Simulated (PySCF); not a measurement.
Compound: C7H15B.
Numbering: `[CH3:1][CH2:2][C@@H:3]1[CH2:4][BH:5][CH2:6][CH2:7][CH2:8]1` (hydrogens: H9, H10, H11 on C1; H12, H13 on C2; H14 on C3; H15, H16 on C4; H17 on B5; H18, H19 on C6; H20, H21 on C7; H22, H23 on C8)

Computed with TDDFT wB97X-D/def2-SVPD, vertical, gas phase, core orbitals frozen in the response (PySCF). One conformer (not necessarily the lowest) at the PBE0-D3(BJ)/def2-SVP geometry, without solvent, vibrations or thermal averaging.

Each state is given a Gaussian of 0.3 eV full width at half maximum, with ε(max) = 2.175×10⁸ f / Δν̃ (Δν̃ the width in cm⁻¹). The width is an assumption, not a result. The curve ends short of the highest state used, and states not computed would add to its high-energy end.

λ (nm), ε (L mol⁻¹ cm⁻¹) and a bar:
```
    151.5       3402 ################
    154.8       6223 ##############################
    158.1       3299 ################
    161.4        662 ###
    164.7         65 
    168.0          3 
    171.3          0 
    174.6          0 
    177.9          0 
    181.2          0 
    184.5          0 
    187.8          0 
    191.1          1 
    194.4          8 
    197.7         45 
    201.0        137 #
    204.3        234 #
    207.6        259 #
    210.9        201 #
    214.2        111 #
    217.5         42 
    220.8         11 
    224.1          2 
    227.4          0
```

(1) Where are the band maxima, and which computed states make them?

(2) Coming from long wavelengths, where does ε first pass 100 L mol⁻¹ cm⁻¹?

(3) On this curve, what absorbance would a 10⁻⁵ mol/L sample give at 193 nm over a 1 cm path?

Answers

(1) 207 nm (6.00 eV), ε about 260, made up of S1 (41%) and S2 (59%); 155 nm (8.01 eV), ε about 6200, made up of S4 (43%), S5 (35%) and S6 (16%) (ε in L mol⁻¹ cm⁻¹; maxima over ε = 5, shares over 10%). The states used: S1 5.90 eV (f 0.0015); S2 6.06 eV (f 0.0019); S3 7.80 eV (f 0.0060); S4 7.97 eV (f 0.031); S5 8.01 eV (f 0.024); S6 8.11 eV (f 0.015); S7 8.20 eV (f 0.0078); S8 8.40 eV (f 0.0001); S9 8.68 eV (f 0.0033); S10 8.78 eV (f 0.011).

(2) At about 215 nm (5.78 eV), 0.13 eV below S1.

(3) 193 nm is 6.424 eV, where ε is about 2.9 L mol⁻¹ cm⁻¹, so A = ε c l ≈ 2.9e-05 (Beer–Lambert, with the gas-phase spectrum and the assumed width).

The vertical ionisation energy (ΔSCF) is 9.87 eV, 1.08 eV above S10.

Hardware: Intel Xeon at 2.70 GHz, one thread, no GPU, shared host with 64 logical CPUs at a one-minute load of 48. Cost: 13 min (with the writing of density and orbital grids), 1.4 GiB resident at most.
